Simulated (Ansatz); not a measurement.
This geometry of C2H4BrFO (9 atoms, charge 0, multiplicity 1) is a first-order saddle point.

The calculation used Ansatz 0.2.0, RKS PBE-D4/def2-mTZVP.

```xyz
9
Properties=species:S:1:pos:R:3
C -0.942 0.187 0.470
C 0.340 -0.209 -0.242
O 1.431 0.279 0.412
F 0.434 -1.591 -0.369
Br 0.351 0.452 -2.186
H -0.687 0.781 1.356
H -1.606 0.772 -0.172
H -1.468 -0.723 0.785
H 2.237 0.005 -0.074
```

Q: Which two structures does it join? (They come from a converged band through this point; their orientation in space is the band's.)

A: No bond is made or broken. The dihedral H7–C1–C2–Br5 goes from 59 to -62°. The two ends are copies of one structure, up to a mirror image or an exchange of like atoms.

First end point:

```xyz
9
Properties=species:S:1:pos:R:3
C -0.952 0.223 0.405
C 0.332 -0.178 -0.270
O 1.336 -0.335 0.636
F 0.155 -1.342 -1.008
Br 0.853 1.226 -1.664
H -0.817 1.173 0.933
H -1.752 0.327 -0.336
H -1.222 -0.560 1.129
H 2.155 -0.580 0.158
```

Last end point:

```xyz
9
Properties=species:S:1:pos:R:3
C -0.921 0.173 0.493
C 0.353 -0.221 -0.206
O 1.396 0.555 0.198
F 0.633 -1.565 0.007
Br 0.107 -0.074 -2.233
H -0.770 0.062 1.577
H -1.166 1.217 0.267
H -1.743 -0.474 0.170
H 2.200 0.280 -0.290
```

Q: How far does it lie above each of them?

A: 13.1 kJ/mol above the first and 13.1 kJ/mol above the second. This is the barrier of this one path; another mechanism may lie lower.

The run took 85 s on 2 threads of Intel(R) Xeon(R) Platinum 8488C (Sapphire Rapids), on a shared host, peak memory 0.2 GiB.
